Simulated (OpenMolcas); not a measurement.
**Sn: effect of the basis set**

| Item | Value |
| --- | --- |
| Program | OpenMolcas |
| Method | CASSCF |
| Active space | 2 electrons in 3 orbitals (5p) |
| State averaging | 2S+1 = 3 even, 3 roots; 2S+1 = 1 even, 6 roots |
| Spin-orbit coupling | RASSI with atomic mean-field integrals over the reference wave functions, term energies averaged over their components |

A. ANO-RCC-VDZP [6s5p3d1f], DKH2, point nucleus; cost roughly 1.9 core-seconds
B. ANO-R1 [6s5p3d1f], X2C, finite nucleus; cost about 2.7 core-seconds
C. ANO-R2 [7s6p4d2f1g], X2C, finite nucleus; cost of the order of 1.8 core-seconds
D. ANO-RCC-VTZP [7s6p4d2f1g], DKH2, point nucleus; cost of the order of 2.5 core-seconds
E. ANO-RCC-VQZP [8s7p5d3f2g], DKH2, point nucleus; cost roughly 4 core-seconds
F. ANO-R3 [8s7p5d3f2g1h], X2C, finite nucleus; cost roughly 5 core-seconds

Energies in cm-1 above 5s2 5p2 3P0, the measured ground level; measured values from NIST Handbook of Basic Atomic Spectroscopic Data.

```tsv
Level	A	B	C	D	E	F	Measured
5s2 5p2 3P0	0.0	0.0	0.0	0.0	0.0	0.0	0.0
5s2 5p2 3P1	1359	1293	1369	1346	1363	1343	1692
5s2 5p2 3P2	3089	2978	3089	3045	3086	3052	3428
5s2 5p2 1D2	10249	10437	10356	10242	10295	10263	8613
5s2 5p2 1S0	21651	22355	21803	21507	21561	21585	17162
```

Deviations, from unrounded energies. A percentage is the sum of absolute deviations over the sum of measured energies, with the sign that they share, or ± where signs differ.

```tsv
Against measurement	Levels	A	B	C	D	E	F
mean absolute deviation (cm-1)	4	1700	2000	1800	1700	1700	1700
fine structure of the ground term (%)	2	-13.1	-16.6	-12.9	-14.2	-13.1	-14.1
other terms of the ground configuration (%)	2	+23.8	+27.2	+24.8	+23.2	+23.6	+23.6
```

A, C, D, E, F lie about equally close to measurement and B furthest from it. The largest miss of D in the table is 5s2 5p2 1S0, by +4300 cm-1. The ranking rests on the paired levels alone, and a cruder setting can come out closer through cancelling errors.

Among A to F the level of the table that moves most is 5s2 5p2 1S0, by 850 cm-1 (lowest in D, highest in B).

With the s shell closed, the reference lacks s² → p² mixing. Measured partners are found by configuration, term and J. A level has none where our copy of the source lacks it or the pairing is in doubt (some pairs that miss far off the trend of their configuration count as doubtful), and it then counts in no deviation. Only configurations of the active space appear.
